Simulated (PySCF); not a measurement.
SMILES C=CC[SiH2]C=O (C₄H₈OSi), GFN2-xTB optimised geometry.

```
14

C      1.20    -0.58     0.00
C     -0.12    -0.58     0.00
C     -0.97     0.65     0.00
Si    -1.75     0.96     1.72
C     -0.29     1.25     2.93
O     -0.21     2.18     3.70
H      1.77     0.34    -0.02
H      1.77    -1.49     0.01
H     -0.66    -1.51     0.02
H     -0.37     1.51    -0.30
H     -1.77     0.54    -0.73
H     -2.62     2.12     1.71
H     -2.44    -0.25     2.19
H      0.54     0.50     2.91
```

Density from PBE0/def2-TZVP run with PySCF at that geometry.

Minimum of the electron density along straight lines between bonded atoms, close to the bond critical point (lines longer than 1.1 times the sum of covalent radii, or with two minima, are not listed):

```tsv
bond	length / Å	ρ at the minimum / e bohr⁻³	∇²ρ there / e bohr⁻⁵	position (fraction from the first atom)
C1–C2	1.321	[?]	-1.12	0.49
C2–C3	1.490	0.261	[?]	0.51
C3–Si4	1.915	0.114	0.14	0.61
Si4–C5	1.920	0.116	0.15	0.38
C5–O6	1.205	[?]	0.15	0.33
C1–H7	1.078	0.286	-1.02	0.64
C1–H8	1.076	0.288	-1.03	0.64
C2–H9	1.082	0.287	-1.02	0.64
C3–H10	1.091	0.275	-0.92	0.64
C3–H11	1.091	0.274	-0.92	0.64
Si4–H12	1.460	0.126	0.18	0.49
Si4–H13	1.467	0.124	0.19	0.49
C5–H14	1.114	0.274	-0.95	0.65
```

### Question
Fill in the missing entries.

### Answer

- C1–C2, ρ at the minimum / e bohr⁻³: 0.359
- C2–C3, ∇²ρ there / e bohr⁻⁵: -0.68
- C5–O6, ρ at the minimum / e bohr⁻³: 0.421
